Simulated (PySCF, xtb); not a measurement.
C₂BrCl₂F, SMILES F/C(Cl)=C(/Cl)Br.

GFN2-xTB in xtb at its own geometry gives an orbital gap of 3.80 eV and a dipole moment of 2.79 D.

Geometry: PBE0-D3(BJ)/def2-SVP. The structure was generated by enumeration; whether it is a known compound was not checked.

### Question
What does PySCF with PBE/def2-TZVP give? (Estimate from the structure and the level; the computed values follow.)

### Answer
gap 4.23 eV (levels -6.05 and -1.82 eV), dipole 0.30 D.
